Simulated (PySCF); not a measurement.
Gas-phase reaction: GeCl2 + 3 O → GeO + 2 ClO

Computed with PySCF and rigid-rotor harmonic-oscillator thermochemistry at 1 bar. † marks an energy on the PBE0/def2-TZVP geometry and frequencies; other levels use their own. 6-31G* has spherical d functions here. Open shells (unrestricted): O (multiplicity 3, electronic degeneracy 9), ClO (multiplicity 2, electronic degeneracy 4); the rest are closed-shell singlets. Spin-orbit splitting is ignored; it lowers the true energy and changes the entropy of O, ClO. B3LYP is the form with VWN-RPA correlation. Ge: all electrons, no relativistic terms. The harmonic model lacks anharmonicity and excited electronic states, which grow with temperature; levels with a mode under 35 cm⁻¹ are left out.

```tsv
level	ΔE electronic, kJ	ΔH°(298 K), kJ	ΔS°(298 K), J/K	ΔG°(1200 K), kJ
B3LYP/6-31G*	-373	-368	-103	-231
PBE/def2-SVP	-500	-495	-103	-358
PBE/def2-TZVP†	-547	-541	-103	-403
PBE0/def2-QZVP†	-402	-396	-103	-258
PBE0/def2-SVP†	-330	-324	-103	-186
PBE0/def2-TZVP	-392	-386	-103	-248
LDA/def2-TZVP†	-731	-725	-103	-587
ωB97M-V/def2-TZVP†	-399	-393	-103	-256
ωB97X-V/def2-TZVP†	-407	-401	-103	-263
```
ΔH° is lowest at LDA/def2-TZVP† and highest at PBE0/def2-SVP†. No reference value is set beside these.
